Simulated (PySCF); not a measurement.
H2GaI (SMILES [GaH2][I]), singlet, geometry from GFN2-xTB (such geometries of metal compounds can be far from the true shape) (core potentials on I), atoms displaced at random by about 0.08 Å a coordinate; PySCF with PBE0/def2-SVP, gradient by finite differences.

Input for PySCF:
```python
from pyscf import gto, scf, dft

mol = gto.M(
    atom='''
Ga   -0.791435   -1.261828    0.139087
H    -0.336458   -2.408267    1.259897
H    -2.064870   -1.473170   -0.785505
I     0.472140    0.864324   -0.119623
''',
    basis='def2-svp',
    ecp={'I': 'def2-svp'},
    charge=0,
    spin=0,
    verbose=4,
)

mf = dft.RKS(mol)
mf.xc = 'pbe0'
mf.conv_tol = 1e-11
mf.kernel()
scan, done = mf.as_scanner(), []
scan.scf_summary = {}
def energy(d):
    c = mol.atom_coords()
    c[3, 1] += d
    e = scan(mol.set_geom_(c, unit='Bohr', inplace=False))
    done.append(scan.converged)
    return e
h = 0.01
fd = (energy(h) - energy(-h)) / (2 * h)
print('dE/dx =', fd)
```

The log (banner, timings and long lists left out):

```
PySCF version 2.14.0

[INPUT] verbose = 4
[INPUT] num. atoms = 4
[INPUT] num. electrons = 58
[INPUT] charge = 0
[INPUT] spin (= nelec alpha-beta = 2S) = 0
[INPUT] symmetry False subgroup None
[INPUT] Mole.unit = angstrom
[INPUT] Symbol           X                Y                Z      unit          X                Y                Z       unit  Magmom
[...]
nuclear repulsion = 192.675719798405
number of shells = 28
number of NR pGTOs = 149
number of NR cGTOs = 68
basis = def2-svp
ecp = {'I': 'def2-svp'}

******** <class 'pyscf.dft.rks.RKS'> ********
method = RKS
initial guess = minao
damping factor = 0
level_shift factor = 0
DIIS = <class 'pyscf.scf.diis.CDIIS'>
diis_start_cycle = 1
diis_space = 8
diis_damp = 0
SCF conv_tol = 1e-11
SCF conv_tol_grad = None
SCF max_cycles = 50
direct_scf = True
direct_scf_tol = 1e-13
XC library pyscf.dft.libxc version 7.1.2
    S. Lehtola, C. Steigemann, M. J. T. Oliveira, and M. A. L. Marques,  SoftwareX 7, 1–5 (2018)
XC functionals = pbe0
    C. Adamo and V. Barone,  J. Chem. Phys. 110, 6158 (1999)
    M. Ernzerhof and G. E. Scuseria,  J. Chem. Phys. 110, 5029 (1999)
radial grids:
    Treutler-Ahlrichs [JCP 102, 346 (1995); DOI:10.1063/1.469408] (M4) radial grids

becke partition: Becke, JCP 88, 2547 (1988); DOI:10.1063/1.454033
pruning grids: <function nwchem_prune>
grids dens level: 3
symmetrized grids: False
atomic radii adjust function: <function treutler_atomic_radii_adjust>
small_rho_cutoff = 0
Set gradient conv threshold to 3.16228e-06
Initial guess from minao.
tot grids = 62480
init E= -2191.51594791303
[...]
cycle= 1 E= -2221.32948785374  delta_E= -29.8  |g|= 3.09  |ddm|=  8.6
[...]
cycle= 2 E= -2216.40328405121  delta_E= 4.93  |g|= 3.65  |ddm|=   12
[...]
cycle= 3 E= -2222.58963499968  delta_E= -6.19  |g|= 1.23  |ddm|= 10.6
[...]
cycle= 4 E= -2223.26834143798  delta_E= -0.679  |g|= 0.398  |ddm|= 2.64
[...]
cycle= 5 E= -2223.28624822214  delta_E= -0.0179  |g|= 0.227  |ddm|= 0.433
[...]
cycle= 6 E= -2223.29663835266  delta_E= -0.0104  |g|= 0.0303  |ddm|= 0.253
[...]
cycle= 7 E= -2223.29680802269  delta_E= -0.00017  |g|= 0.015  |ddm|= 0.0503
[...]
cycle= 8 E= -2223.29689888183  delta_E= -9.09e-05  |g|= 0.00245  |ddm|= 0.0252
[...]
cycle= 9 E= -2223.29690097785  delta_E= -2.1e-06  |g|= 0.000404  |ddm|= 0.00383
[...]
cycle= 10 E= -2223.29690106149  delta_E= -8.36e-08  |g|= 5.18e-05  |ddm|= 0.000874
[...]
cycle= 11 E= -2223.29690106289  delta_E= -1.4e-09  |g|= 1.94e-05  |ddm|= 0.000124
[...]
cycle= 12 E= -2223.29690106306  delta_E= -1.65e-10  |g|= 2.27e-06  |ddm|= 3.28e-05
[...]
cycle= 13 E= -2223.29690106306  delta_E= -1.82e-12  |g|= 6.97e-07  |ddm|= 5.33e-06
[...]
Extra cycle  E= -2223.29690106306  delta_E= 2.73e-12  |g|= 4.71e-07  |ddm|= 2.25e-06
converged SCF energy = -2223.29690106306
Create scanner for <class 'pyscf.dft.rks.RKS'>

WARN: Mole.unit (angstrom) is changed to Bohr

New geometry
   1 Ga    -0.791435000000  -1.261828000000   0.139087000000 AA   -1.495595395395  -2.384509336308   0.262836337487 Bohr
   2 H     -0.336458000000  -2.408267000000   1.259897000000 AA   -0.635813472419  -4.550965064828   2.380860275161 Bohr
   3 H     -2.064870000000  -1.473170000000  -0.785505000000 AA   -3.902038782831  -2.783887834926  -1.484389319476 Bohr
   4 I      0.472140000000   0.869615772109  -0.119623000000 AA    0.892215292452   1.643335642889  -0.226054708199 Bohr

******** <class 'pyscf.scf.hf.RKS_Scanner'> ********
method = RKS_Scanner
initial guess = minao
damping factor = 0
level_shift factor = 0
DIIS = <class 'pyscf.scf.diis.CDIIS'>
diis_start_cycle = 1
diis_space = 8
diis_damp = 0
SCF conv_tol = 1e-11
SCF conv_tol_grad = None
SCF max_cycles = 50
direct_scf = True
direct_scf_tol = 1e-13
XC library pyscf.dft.libxc version 7.1.2
    S. Lehtola, C. Steigemann, M. J. T. Oliveira, and M. A. L. Marques,  SoftwareX 7, 1–5 (2018)
XC functionals = pbe0
    C. Adamo and V. Barone,  J. Chem. Phys. 110, 6158 (1999)
    M. Ernzerhof and G. E. Scuseria,  J. Chem. Phys. 110, 5029 (1999)
radial grids:
    Treutler-Ahlrichs [JCP 102, 346 (1995); DOI:10.1063/1.469408] (M4) radial grids

becke partition: Becke, JCP 88, 2547 (1988); DOI:10.1063/1.454033
pruning grids: <function nwchem_prune>
grids dens level: 3
symmetrized grids: False
atomic radii adjust function: <function treutler_atomic_radii_adjust>
small_rho_cutoff = 0
Set gradient conv threshold to 3.16228e-06
tot grids = 62480
init E= -2223.29594860281
[...]
cycle= 1 E= -2223.29689103511  delta_E= -0.000942  |g|= 0.0013  |ddm|= 0.00493
[...]
cycle= 2 E= -2223.29689136936  delta_E= -3.34e-07  |g|= 0.00111  |ddm|= 0.00432
[...]
cycle= 3 E= -2223.29689178681  delta_E= -4.17e-07  |g|= 9.77e-05  |ddm|= 0.00189
[...]
cycle= 4 E= -2223.29689178875  delta_E= -1.94e-09  |g|= 3.06e-05  |ddm|= 0.000134
[...]
cycle= 5 E= -2223.29689178911  delta_E= -3.57e-10  |g|= 8.85e-06  |ddm|= 6.35e-05
[...]
cycle= 6 E= -2223.29689178915  delta_E= -4.27e-11  |g|= 4.75e-06  |ddm|= 1.58e-05
[...]
cycle= 7 E= -2223.29689178915  delta_E= 5.46e-12  |g|= 2.45e-07  |ddm|= 2.92e-06
[...]
Extra cycle  E= -2223.29689178915  delta_E= -6.37e-12  |g|= 2.1e-07  |ddm|= 7.12e-07
converged SCF energy = -2223.29689178915

WARN: Mole.unit (angstrom) is changed to Bohr

New geometry
   1 Ga    -0.791435000000  -1.261828000000   0.139087000000 AA   -1.495595395395  -2.384509336308   0.262836337487 Bohr
   2 H     -0.336458000000  -2.408267000000   1.259897000000 AA   -0.635813472419  -4.550965064828   2.380860275161 Bohr
   3 H     -2.064870000000  -1.473170000000  -0.785505000000 AA   -3.902038782831  -2.783887834926  -1.484389319476 Bohr
   4 I      0.472140000000   0.859032227891  -0.119623000000 AA    0.892215292452   1.623335642889  -0.226054708199 Bohr

******** <class 'pyscf.scf.hf.RKS_Scanner'> ********
method = RKS_Scanner
initial guess = minao
damping factor = 0
level_shift factor = 0
DIIS = <class 'pyscf.scf.diis.CDIIS'>
diis_start_cycle = 1
diis_space = 8
diis_damp = 0
SCF conv_tol = 1e-11
SCF conv_tol_grad = None
SCF max_cycles = 50
direct_scf = True
direct_scf_tol = 1e-13
XC library pyscf.dft.libxc version 7.1.2
    S. Lehtola, C. Steigemann, M. J. T. Oliveira, and M. A. L. Marques,  SoftwareX 7, 1–5 (2018)
XC functionals = pbe0
    C. Adamo and V. Barone,  J. Chem. Phys. 110, 6158 (1999)
    M. Ernzerhof and G. E. Scuseria,  J. Chem. Phys. 110, 5029 (1999)
radial grids:
    Treutler-Ahlrichs [JCP 102, 346 (1995); DOI:10.1063/1.469408] (M4) radial grids

becke partition: Becke, JCP 88, 2547 (1988); DOI:10.1063/1.454033
pruning grids: <function nwchem_prune>
grids dens level: 3
symmetrized grids: False
atomic radii adjust function: <function treutler_atomic_radii_adjust>
small_rho_cutoff = 0
Set gradient conv threshold to 3.16228e-06
tot grids = 62480
init E= -2223.29880726055
[...]
cycle= 1 E= -2223.29689890636  delta_E= 0.00191  |g|= 0.00258  |ddm|= 0.00987
[...]
cycle= 2 E= -2223.29690023633  delta_E= -1.33e-06  |g|= 0.0022  |ddm|= 0.0086
[...]
cycle= 3 E= -2223.29690188326  delta_E= -1.65e-06  |g|= 0.000193  |ddm|= 0.00374
[...]
cycle= 4 E= -2223.2969018907  delta_E= -7.45e-09  |g|= 5.98e-05  |ddm|= 0.000256
[...]
cycle= 5 E= -2223.29690189205  delta_E= -1.35e-09  |g|= 1.61e-05  |ddm|= 0.00012
[...]
cycle= 6 E= -2223.29690189214  delta_E= -8.73e-11  |g|= 9.42e-06  |ddm|= 3.17e-05
[...]
cycle= 7 E= -2223.29690189215  delta_E= -1.41e-11  |g|= 5.05e-07  |ddm|= 6.45e-06
[...]
cycle= 8 E= -2223.29690189215  delta_E= -1.36e-12  |g|= 8.54e-08  |ddm|= 1.09e-06
[...]
Extra cycle  E= -2223.29690189216  delta_E= -7.73e-12  |g|= 6.12e-08  |ddm|= 3.03e-07
converged SCF energy = -2223.29690189216
dE/dx = 0.0005051503194408724
```
